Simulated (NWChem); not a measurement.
System meant: AgH₂OI; SMILES [OH2]->[Ag][I]

The following NWChem deck was run.

```
start job
memory heap 200 mb stack 900 mb global 1100 mb
geometry units angstroms noautoz
  Ag    -0.023133    -0.950637     0.596184
  I     -0.020284     1.223499    -0.768617
  O      0.048720    -2.854324     1.782782
  H      0.394141    -2.799008     2.681985
  H      0.503325    -3.600700     1.374158
end
basis spherical
  * library def2-svp
end
ecp
  Ag library def2-ecp
  I library def2-ecp
end
dft
  odft
  mult 2
  xc xpbe96 cpbe96
  iterations 150
  mulliken
end
task dft energy
```

End of the output:

```
 Summary of "ao basis" -> "" (spherical)
 ------------------------------------------------------------------------------
       Tag                 Description            Shells   Functions and Types
 ---------------- ------------------------------  ------  ---------------------
 *                          def2-svp                  on all atoms

 Summary of "ao basis" -> "ao basis" (spherical)
 ------------------------------------------------------------------------------
       Tag                 Description            Shells   Functions and Types
 ---------------- ------------------------------  ------  ---------------------
 Ag                         def2-svp                11       31   5s3p2d1f
 I                          def2-svp                10       26   4s4p2d
 O                          def2-svp                 6       14   3s2p1d
 H                          def2-svp                 3        5   2s1p

 Summary of "ao basis" -> "ao basis" (spherical)
 ------------------------------------------------------------------------------
       Tag                 Description            Shells   Functions and Types
 ---------------- ------------------------------  ------  ---------------------
 Ag                         def2-svp                11       31   5s3p2d1f
 I                          def2-svp                10       26   4s4p2d
 O                          def2-svp                 6       14   3s2p1d
 H                          def2-svp                 3        5   2s1p

  number of electrons :                   54
  multiplicity        :                    2
 ------------------------------------------------------------------------
  no. of electrons and multiplicity not compatible                  54
 ------------------------------------------------------------------------
 ------------------------------------------------------------------------
  current input line :
    24: task dft energy
 ------------------------------------------------------------------------
 ------------------------------------------------------------------------
 There is an error in the input file
 ------------------------------------------------------------------------
 For more information see the NWChem manual at https://nwchemgit.github.io

0: no. of electrons and multiplicity not compatible:Received an Error in Communication
```

Q: What is wrong, and how is it mended?

A: The program refused the input. Cause: the multiplicity doesn't fit the number of electrons (an even count wants an odd multiplicity, and the reverse). This input runs:
```
start job
memory heap 200 mb stack 900 mb global 1100 mb
geometry units angstroms noautoz
  Ag    -0.023133    -0.950637     0.596184
  I     -0.020284     1.223499    -0.768617
  O      0.048720    -2.854324     1.782782
  H      0.394141    -2.799008     2.681985
  H      0.503325    -3.600700     1.374158
end
basis spherical
  * library def2-svp
end
ecp
  Ag library def2-ecp
  I library def2-ecp
end
dft
  xc xpbe96 cpbe96
  iterations 150
  mulliken
end
task dft energy
```
It converges to -521.00755 Ha (PBE/def2-SVP with def2 effective core potentials on Ag, I).
